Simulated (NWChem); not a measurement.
Species: GeNH₃S, singlet; SMILES [SH][Ge][NH2]

```xyz
6

Ge    -0.4378    -0.5268     0.0031
N      1.2534    -1.1893     0.0002
H      1.4195    -2.1898    -0.0016
H      2.1167    -0.6543     0.0002
S      0.1990     1.6456     0.0051
H     -1.0684     2.1098     0.0074
```
Atoms are numbered in this order, from 1.

Low-valent species are run as closed-shell singlets; no triplet was tried in these runs. All runs use the structure optimised with PBE0/def2-SVP. B3LYP is NWChem's, with the RPA form of VWN correlation.

### Question
Give the principal values of the shielding tensors (ppm) of Ge1, N2, S5 from B3LYP/6-311G** (spherical d), GIAO (NWChem), with their diamagnetic and paramagnetic parts as GIAO splits them.

### Answer
```tsv
atom	σ11	σ22	σ33	isotropic	diamagnetic	paramagnetic
Ge1	70.3	996.6	1329.4	798.8	2754.4	-1955.6
N2	-60.6	201.3	208.9	116.5	318.7	-202.2
S5	-25.5	530.0	682.6	395.7	1056.7	-661.0
```
